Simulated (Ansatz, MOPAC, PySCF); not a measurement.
Noncovalent pair: H2O (SMILES O) (first 3 atoms) with CHN (SMILES C#N); geometry from B3LYP-D3(BJ)/def2-TZVP, rigid monomers moved along the line of their centres of mass till O1···H6 is 1.81 Å.
(charge 0, multiplicity 1):
```xyz
6

O     -0.0834    -0.0777    -0.1033
H      0.7091    -0.2325    -0.6277
H     -0.8282    -0.2309    -0.6938
C     -0.2089    -0.2502     2.7739
N     -0.2579    -0.3370     3.9166
H     -0.1629    -0.1720     1.7005
```

Counterpoise-corrected where a basis set is named; no monomer relaxation. Rows marked so take none.

Cores are frozen in the correlated methods. CBS: X⁻³ extrapolation of the correlation energy, Hartree–Fock from the larger set. Rows in 3-21G, 6-31G* carry no dispersion term and start afresh at each structure (6-31G* with six Cartesian d functions). The state that PM3 reach isn't checked.

The values were computed with Ansatz (Gaussian basis) for Hartree–Fock, density functionals and correlated methods; MOPAC for PM3 (differences of heats of formation); PySCF for 3-21G rows, 6-31G* rows, the dispersion terms. 

The comparison value is -4.23 kcal/mol (CCSD(T)/CBS(aug-cc-pVDZ, aug-cc-pVTZ)). It is a level with limits of its own, not the exact answer.

**Question.** Order these levels by how close they come to the comparison value for the interaction energy, closest first: HF/3-21G (no counterpoise), PBE0-D3(BJ)/def2-TZVPPD, PM3, BP86/6-31G* (no counterpoise), B3LYP/6-31G*. Give each level's value less the comparison value.

**Answer.** PM3 (0.07 kcal/mol), PBE0-D3(BJ)/def2-TZVPPD (-0.71 kcal/mol), B3LYP/6-31G* (-1.33 kcal/mol), BP86/6-31G* (no counterpoise) (-2.23 kcal/mol), HF/3-21G (no counterpoise) (-8.27 kcal/mol)

Ansatz is a first-principles code.
